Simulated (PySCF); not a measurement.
## RbCl at r²SCAN

Computed with r²SCAN; basis Rb def2-SVP with ECP28, Cl def2-SVP; scalar-relativistic core potentials; PySCF 2.14.

For RbCl, the state is ¹Σ⁺ (singlet), closed shell and the bond length is 2.832 Å. The harmonic wavenumber is 241 cm⁻¹, the force constant is 0.845 mdyn/Å and the rotational constant Be is 0.08489 cm⁻¹. The anharmonicity ωexe is 0.746 cm⁻¹, the vibration–rotation constant αe is 0.000408 cm⁻¹ and the well depth De to Rb + Cl is 4.25 eV. The dissociation energy D0 is 4.23 eV. The HOMO–LUMO gap is 3.28 eV and the bond order (Mayer) is 0.72. The dipole moment (positive dipole means Rb(−)Cl(+)) is -10.51 D.
